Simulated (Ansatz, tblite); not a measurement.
Forces on `C[Si](C)(C)C#Cc1cnc(-c2cnc(-c3cnc(-c4cnc(-c5cnc(-c6cnc(C#C[Si](C)(C)C)s6)s5)s4)s3)s2)s1` at its PBE-D4/def2-SVP geometry. Total charge 0; singlet.

The xTB rows come from tblite. Single mean-field runs in def2-SVP are fitted with def2-universal-jkfit.

GFN1-xTB (tblite), largest force 1.45 eV/Å:

```xyz
66
positions Å, forces eV/Å
C    -0.396   15.181    2.076   -0.077    0.074    0.268
Si    0.095   14.741    0.305    0.032   -0.573   -0.037
C     1.800   15.440   -0.114    0.257    0.113   -0.066
C    -1.201   15.364   -0.921   -0.199    0.094   -0.189
C     0.180   12.895    0.179    0.047   -1.448   -0.091
C     0.226   11.660    0.104   -0.073    1.040    0.094
C     0.278   10.259    0.018   -0.167   -0.839    0.132
C    -0.486    9.300    0.697    0.116    0.711   -0.088
N    -0.220    8.003    0.417    0.644    0.558   -0.579
C     0.749    7.887   -0.479   -0.008    0.152    0.012
C     1.245    6.627   -0.971    0.244   -0.204   -0.231
C     2.249    6.347   -1.903   -0.195    0.558    0.194
N     2.488    5.040   -2.159   -0.793    0.026    0.733
C     1.689    4.259   -1.443   -0.039   -0.053    0.034
C     1.725    2.820   -1.516    0.289   -0.233   -0.273
C     2.572    2.047   -2.318   -0.121    0.486    0.124
N     2.428    0.705   -2.221   -0.620    0.455    0.585
C     1.481    0.376   -1.356   -0.082    0.225    0.081
C     1.107   -0.978   -1.048   -0.188   -0.228    0.168
C     0.143   -1.486   -0.173    0.133    0.499   -0.109
N     0.037   -2.835   -0.111    0.822    0.286   -0.750
C     0.904   -3.421   -0.926    0.059    0.057   -0.052
C     1.030   -4.846   -1.079    0.181   -0.306   -0.175
C     1.889   -5.594   -1.891   -0.027    0.605    0.040
N     1.772   -6.939   -1.817   -0.735    0.400    0.688
C     0.826   -7.290   -0.954   -0.053   -0.029    0.048
C     0.489   -8.666   -0.680    0.305   -0.393   -0.292
C     1.089   -9.790   -1.263    0.034    0.593   -0.016
N     0.625  -10.996   -0.866   -0.626    0.701    0.596
C    -0.343  -10.873    0.031    0.144    0.419   -0.122
C    -1.045  -11.928    0.650   -0.415   -0.752    0.361
C    -1.666  -12.847    1.198    0.721    1.068   -0.645
Si   -2.555  -14.278    1.975    0.242    0.404   -0.210
C    -4.028  -14.719    0.877   -0.214   -0.059   -0.163
C    -1.337  -15.718    2.077    0.176   -0.207    0.015
C    -3.132  -13.754    3.695   -0.089    0.077    0.260
S    -0.737   -9.184    0.439    0.465   -0.714   -0.448
S     0.012   -5.934   -0.168    0.628   -0.489   -0.592
S     1.925   -2.303   -1.838   -0.683   -0.288    0.623
S     0.690    1.764   -0.589    0.588   -0.330   -0.551
S     0.570    5.127   -0.388    0.721   -0.153   -0.667
S     1.404    9.427   -1.042   -0.613   -0.355    0.557
H    -0.467   16.282    2.196   -0.030   -0.481    0.183
H    -1.380   14.742    2.336    0.398    0.272    0.115
H     0.351   14.802    2.802   -0.419    0.245   -0.103
H     1.791   16.548   -0.044    0.238   -0.449   -0.090
H     2.571   15.057    0.585   -0.136    0.281   -0.385
H     2.103   15.163   -1.144    0.083    0.227    0.432
H    -0.930   15.090   -1.961   -0.301    0.220    0.328
H    -2.197   14.930   -0.702    0.295    0.296   -0.266
H    -1.287   16.469   -0.866   -0.132   -0.463   -0.193
H    -1.267    9.566    1.424    0.416   -0.252   -0.390
H     2.833    7.123   -2.421   -0.316   -0.485    0.278
H     3.315    2.494   -2.991   -0.369   -0.355    0.330
H    -0.512   -0.856    0.448    0.364   -0.407   -0.346
H     2.634   -5.145   -2.566   -0.423   -0.306    0.383
H     1.895   -9.708   -2.005   -0.431   -0.163    0.395
H    -3.693  -15.002   -0.142   -0.361    0.067    0.333
H    -4.727  -13.864    0.783    0.128   -0.468   -0.099
H    -4.586  -15.576    1.307    0.076    0.362   -0.362
H    -0.464  -15.457    2.708   -0.250   -0.325   -0.277
H    -1.829  -16.610    2.517    0.412    0.241   -0.202
H    -0.963  -15.991    1.070   -0.017   -0.077    0.489
H    -3.830  -12.894    3.638    0.252   -0.338    0.257
H    -3.659  -14.592    4.196    0.179    0.481   -0.010
H    -2.274  -13.458    4.331   -0.485   -0.073   -0.066
```

GFN2-xTB (tblite), largest force 2.68 eV/Å:

```
C -0.213 0.201 0.753
Si 0.013 -0.139 -0.009
C 0.723 0.317 -0.181
C -0.554 0.273 -0.524
C 0.105 -2.677 -0.176
C -0.129 1.744 0.164
C -0.289 -0.468 0.254
C 0.188 0.121 -0.170
N 0.840 0.962 -0.749
C -0.573 -0.289 0.520
C 0.179 0.078 -0.164
C -0.059 -0.060 0.052
N -1.057 0.325 0.984
C 0.569 0.022 -0.524
C 0.348 0.066 -0.319
C -0.099 -0.168 0.087
N -0.865 0.836 0.821
C 0.493 -0.082 -0.458
C -0.177 0.062 0.165
C 0.039 -0.123 -0.039
N 1.073 0.617 -0.972
C -0.532 -0.058 0.490
C 0.189 0.001 -0.174
C -0.054 -0.061 0.047
N -0.881 0.829 0.833
C 0.498 -0.285 -0.467
C 0.436 -0.088 -0.405
C -0.106 -0.090 0.096
N -0.729 1.158 0.703
C 0.556 -0.225 -0.519
C -0.702 -1.193 0.614
C 1.299 1.950 -1.154
Si 0.070 0.103 -0.056
C -0.636 -0.197 -0.466
C 0.512 -0.626 0.045
C -0.261 0.212 0.748
S 0.200 -0.252 -0.191
S 0.313 -0.109 -0.291
S -0.297 -0.057 0.273
S 0.285 -0.085 -0.265
S 0.327 0.066 -0.299
S -0.257 -0.053 0.236
H 0.019 -0.736 0.037
H 0.645 0.325 -0.075
H -0.539 0.286 -0.393
H 0.125 -0.722 -0.075
H -0.429 0.301 -0.501
H -0.111 0.225 0.681
H -0.258 0.223 0.640
H 0.604 0.333 -0.219
H -0.026 -0.730 -0.121
H 0.548 -0.300 -0.512
H -0.399 -0.623 0.352
H -0.522 -0.441 0.470
H 0.463 -0.522 -0.441
H -0.544 -0.387 0.492
H -0.592 -0.173 0.543
H -0.313 0.169 0.633
H 0.392 -0.609 0.002
H 0.286 0.567 -0.377
H -0.527 -0.263 -0.424
H 0.429 0.517 -0.296
H -0.185 0.104 0.696
H 0.447 -0.552 0.136
H 0.326 0.619 -0.226
H -0.619 -0.169 -0.336
```

PBE-D4/def2-SVP (Ansatz), largest force 0.01 eV/Å:

```
C 0.001 -0.002 -0.002
Si -0.002 0.001 0.003
C -0.001 -0.003 -0.001
C 0.002 -0.001 0.000
C -0.001 0.000 0.001
C 0.002 0.004 -0.002
C -0.001 -0.002 0.000
C 0.001 -0.006 -0.001
N 0.000 -0.003 0.000
C 0.000 0.001 0.000
C -0.001 0.000 0.000
C 0.000 -0.001 0.000
N 0.001 0.000 0.000
C -0.006 0.002 0.004
C 0.000 0.001 0.000
C -0.001 -0.001 0.001
N 0.000 -0.002 0.000
C -0.001 0.002 0.001
C -0.001 -0.001 0.001
C 0.001 -0.001 -0.001
N 0.000 0.001 0.001
C 0.003 0.002 -0.002
C 0.000 -0.003 -0.001
C 0.001 0.002 -0.001
N 0.000 0.000 -0.001
C -0.002 0.002 0.002
C 0.002 0.000 -0.002
C -0.001 0.001 0.001
N 0.000 -0.002 0.000
C 0.001 0.002 -0.001
C -0.001 -0.002 0.000
C 0.000 -0.001 0.000
Si 0.003 0.000 -0.001
C 0.001 0.002 0.001
C -0.001 0.003 0.000
C 0.001 0.003 -0.001
S 0.001 -0.002 0.000
S 0.002 0.001 -0.002
S 0.001 -0.001 0.000
S 0.000 -0.004 0.000
S 0.002 0.004 0.000
S 0.002 0.000 -0.001
H 0.000 0.002 0.000
H 0.000 0.001 0.000
H -0.001 0.000 0.000
H 0.000 -0.001 -0.001
H -0.001 0.000 0.000
H -0.001 -0.001 0.001
H -0.001 0.000 0.001
H 0.000 0.001 0.000
H 0.001 0.001 0.000
H -0.001 0.000 0.001
H 0.000 0.001 0.000
H 0.002 -0.001 -0.002
H 0.000 -0.001 0.000
H 0.000 0.000 0.000
H 0.001 0.000 0.000
H 0.000 0.001 0.001
H 0.000 0.000 0.001
H 0.000 0.000 0.000
H -0.001 0.000 -0.001
H -0.001 0.000 0.002
H -0.001 -0.001 0.001
H 0.001 0.001 0.000
H -0.001 0.001 0.000
H 0.000 0.000 0.000
```
